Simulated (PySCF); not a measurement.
# Dipole response of Rh²⁺ (rhodium, charge +2)

[Kr] 4d7, high-spin 4F determinant. Computed with PySCF 2.14 in def2-TZVPPD with the def2 core potential (28 electrons) (6s4p3d2f1g, 56 functions), with scalar relativity through the core potential. Coupled (time-dependent) response in atomic units; α is the mean over directions.

| method | mean α (bohr³) | C₆ (like pair) | S(−4) |
| --- | --- | --- | --- |
| UHF | 5.618 | 27.64 | 8.971 |
| PBE | 6.387 | 31.22 | 14.51 |
| PBE0 | 6.115 | 30.04 | 12.23 |
| B3LYP | 6.210 | 30.26 | 13.32 |
| M06-2X | 5.991 | 29.05 | 11.93 |

S(−4) is the Cauchy moment in α(ω) = α(0) + S(−4) ω² + …

Spin-orbit coupling is absent.

α(iu) at M06-2X:

```
u (hartree)  α(iu) (bohr³)
          0          5.991
     0.0500          5.962
      0.100          5.876
      0.200          5.579
      0.300          5.194
      0.500          4.436
      0.750          3.695
       1.00          3.137
       1.50          2.320
       2.00          1.746
       3.00          1.043
       5.00         0.4629
```

For an ion, C₆ is the dispersion term alone; charge-induced terms of lower order in 1/R come first.

Energies and moments cover only the electrons outside the core potential.
